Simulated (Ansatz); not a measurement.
Geometry optimisation, RKS PBE/def2-SVP in Ansatz 0.2.0.

Input file:

```yaml
crystal:
  periodic: [false, false, false]
  atoms:
    - { symbol: Hf, position_ang: [0.237784, -0.343694, -0.548995] }
    - { symbol: O, position_ang: [0.273006, -0.069469, 2.695263] }
    - { symbol: Si, position_ang: [-1.199279, -0.322259, 3.517451] }
    - { symbol: H, position_ang: [-1.926011, -1.535017, 2.995551] }
    - { symbol: H, position_ang: [-0.93921, -0.511439, 4.991368] }
    - { symbol: H, position_ang: [-2.005842, 0.917558, 3.279956] }
    - { symbol: F, position_ang: [1.502865, 1.089316, -0.431862] }
    - { symbol: F, position_ang: [-1.551746, -0.048881, 0.085123] }
    - { symbol: F, position_ang: [0.162523, -1.006063, -2.338738] }
    - { symbol: Si, position_ang: [1.2579, -2.396106, 0.765354] }
    - { symbol: H, position_ang: [0.159894, -3.188408, 1.443447] }
    - { symbol: H, position_ang: [2.059832, -3.378055, -0.055395] }
    - { symbol: H, position_ang: [2.1833, -1.959958, 1.891751] }
    - { symbol: H, position_ang: [0.974484, -0.754924, 2.843425] }
basis:
  gaussian: { orbitals: def2-SVP }
hamiltonian:
  xc: pbe
relax:
  f_tol: 0.03
  max_steps: 50
```

Run as:

```bash
$ ansatz run input.yaml --threads 4 --pin off --max-ram 5120MiB --backend cpu --events-out ev --progress --plain --runs-dir out
```

**Question.** Where does it end, and by what steps?

**Answer.** The forces met the threshold. After 15 steps the energy has fallen by 0.567 eV; H11 moved furthest, 0.79 Å. Joined: Hf1–O2 (3.26 → 2.33 Å).

```json
{"step": "0", "energy less start (eV)": "0.0000", "largest force component (eV/Å)": "0.812", "accepted": "yes"}
{"step": "1", "energy less start (eV)": "-0.1240", "largest force component (eV/Å)": "0.866", "accepted": "yes"}
{"step": "2", "energy less start (eV)": "-0.3729", "largest force component (eV/Å)": "0.826", "accepted": "yes"}
{"step": "3", "energy less start (eV)": "-0.4767", "largest force component (eV/Å)": "0.948", "accepted": "yes"}
{"step": "4", "energy less start (eV)": "-0.5346", "largest force component (eV/Å)": "0.382", "accepted": "yes"}
{"step": "5", "energy less start (eV)": "-0.5454", "largest force component (eV/Å)": "0.116", "accepted": "yes"}
{"step": "6", "energy less start (eV)": "-0.5509", "largest force component (eV/Å)": "0.141", "accepted": "yes"}
{"step": "7", "energy less start (eV)": "-0.5566", "largest force component (eV/Å)": "0.095", "accepted": "yes"}
{"step": "8", "energy less start (eV)": "-0.5603", "largest force component (eV/Å)": "0.240", "accepted": "yes"}
{"step": "9", "energy less start (eV)": "-0.5622", "largest force component (eV/Å)": "0.149", "accepted": "yes"}
{"step": "10", "energy less start (eV)": "-0.5645", "largest force component (eV/Å)": "0.096", "accepted": "yes"}
{"step": "11", "energy less start (eV)": "-0.5653", "largest force component (eV/Å)": "0.113", "accepted": "yes"}
{"step": "12", "energy less start (eV)": "-0.5660", "largest force component (eV/Å)": "0.106", "accepted": "yes"}
{"step": "13", "energy less start (eV)": "-0.5655", "largest force component (eV/Å)": "0.060", "accepted": "no"}
{"step": "14", "energy less start (eV)": "-0.5667", "largest force component (eV/Å)": "0.043", "accepted": "yes"}
{"step": "15", "energy less start (eV)": "-0.5670", "largest force component (eV/Å)": "0.030", "accepted": "yes"}
```

```xyz
14
Properties=species:S:1:pos:R:3
Hf 0.154 -0.378 -0.014
O 0.117 -0.220 2.310
Si -1.322 -0.083 3.294
H -2.174 -1.296 3.115
H -0.788 -0.017 4.694
H -2.018 1.184 2.931
F 1.381 1.103 0.039
F -1.726 -0.255 0.487
F 0.000 -0.800 -1.877
Si 1.464 -2.713 0.685
H 0.470 -3.797 1.051
H 2.406 -3.311 -0.333
H 2.287 -2.513 1.950
H 0.940 -0.411 2.803
```

Whether the end is a true minimum wasn't checked by a vibrational analysis.

Run time: 48 s on 4 threads of Arm Neoverse V2 (shared host), peak memory 0.25 GiB.
